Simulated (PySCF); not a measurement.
**Computed spin Hamiltonian**

C6H12FO (doublet state).
Structure used (GFN2-xTB), in Å, numbered top down from 1:
```xyz
20
C6H12FO angstrom
C     -2.3537    1.4072   -0.2782
O     -2.0730    0.0773   -0.6236
C     -0.8467   -0.4057   -0.0773
C     -0.8124   -1.9068   -0.4060
C      0.3308    0.2983   -0.6425
C      1.4475    0.8005    0.1839
C      2.6301   -0.1869    0.2566
F      3.2030   -0.3440   -0.9780
H     -1.5767    2.0903   -0.6418
H     -2.4411    1.5239    0.8106
H     -3.3046    1.6544   -0.7457
H     -0.8681   -0.2733    1.0199
H     -0.7902   -2.0372   -1.4836
H      0.0660   -2.3712    0.0322
H     -1.7086   -2.3799   -0.0143
H      0.4169    0.3379   -1.7152
H      1.8376    1.7333   -0.2348
H      1.1213    0.9784    1.2114
H      2.3028   -1.1787    0.5832
H      3.4141    0.1928    0.9208
```

The hyperfine couplings belong to this conformer and change with its torsions.

Identity: `CO[C@@H](C)[CH]CCF` [radical].

The calculation used UKS B3LYP, pcH-1 on C F H O, non-relativistic, mean-field spin-orbit, GIAO in PySCF 2.14.0. Isolated species at its GFN2-xTB geometry (one conformer only). Couplings are sensitive to structure, and on GFN2-xTB geometries they can be far from those on DFT ones. Stability of the SCF solution: not tested.

| Item | Value |
| --- | --- |
| g1, g2, g3 | 2.00207, 2.00282, 2.00291 |
| g_iso | 2.00260 |
| Form of g | close to axial: the two nearest values differ by 11 % of g3 − g1 |
| ⟨S²⟩ | 0.7538 (exact 0.7500) |
| HOMO–LUMO gap, α and β orbitals | 6.71, 5.27 eV |
| Total energy | -410.88607 Eh |

Hyperfine couplings atom by atom, in MHz; T1 to T3 are the principal values of the dipolar part; ρ(0) is the spin density at the nucleus:

```csv
atom,isotope,a_iso,T1,T2,T3,Mulliken spin population,ρ(0) (bohr⁻³)
C1,13C,4.3,-1.9,0.0,1.9,0.01,0.0039
O2,17O,-19.9,-11.0,5.1,5.9,0.02,0.0328
C3,13C,-29.3,-1.7,-1.3,3.0,-0.06,-0.0260
C4,13C,54.3,-4.5,-4.2,8.6,0.03,0.0483
C5,13C,92.7,-80.2,-79.4,159.6,1.03,0.0825
C6,13C,-33.5,-2.2,0.0,2.2,-0.08,-0.0298
C7,13C,83.2,-6.7,-6.1,12.8,0.05,0.0740
F8,19F,9.8,-7.6,0.4,7.1,0.00,0.0023
H9,1H,-0.8,-6.4,-3.6,9.9,0.00,-0.0002
H10,1H,-0.7,-2.0,-1.7,3.8,0.00,-0.0002
H11,1H,-1.0,-1.9,-1.1,3.1,0.00,-0.0002
H12,1H,8.4,-5.8,-3.9,9.7,0.00,0.0019
H13,1H,-2.8,-4.5,-2.4,6.9,0.00,-0.0006
H14,1H,1.9,-5.2,-2.2,7.4,0.00,0.0004
H15,1H,25.4,-3.0,-1.4,4.4,0.01,0.0057
H16,1H,-60.3,-37.8,-0.6,38.4,-0.04,-0.0135
H17,1H,57.1,-4.9,-4.4,9.3,0.02,0.0128
H18,1H,20.4,-4.8,-4.0,8.8,0.01,0.0046
H19,1H,-4.5,-5.5,-1.9,7.4,0.00,-0.0010
H20,1H,10.1,-3.6,-1.9,5.6,0.01,0.0023
```

The largest Mulliken spin populations are on C5 (+1.03), C6 (-0.08) and C3 (-0.06). No atom but C5 exceeds +0.15. The positive populations add up to 1.19 and the negative ones to -0.19, together 2S = 1. The angles at C5 add up to 359.6°, so it is planar; its axial dipolar tensor and the negative coupling of its proton fit spin in a p orbital normal to that plane.

Axes: g2 points within 10° of the C5–C6 bond.

Under fast tumbling the dipolar parts average out, and these isotropic splittings remain (the largest six): 1 × 1H (H16, I = 1/2, 2 lines) with 2.15 mT, 1 × 1H (H17, I = 1/2, 2 lines) with 2.04 mT, 1 × 1H (H18, I = 1/2, 2 lines) with 0.73 mT, 1 × 1H (H20, I = 1/2, 2 lines) with 0.36 mT, 1 × 19F (F8, I = 1/2, 2 lines) with 0.35 mT and 1 × 1H (H12, I = 1/2, 2 lines) with 0.30 mT.

Means are taken over nuclei equivalent by connectivity, which assumes that they swap fast. The three 1H nuclei of mean +8.2 MHz run from -2.8 to 25.4 MHz in the frozen geometry.

The 17O coupling of O2 (-19.9 MHz) shows only in satellite lines or after enrichment, since that isotope makes up about 0.038 % of natural oxygen.

The 13C coupling of C5 (92.7 MHz) shows only in satellite lines or after enrichment, since that isotope makes up about 1.07 % of natural carbon.
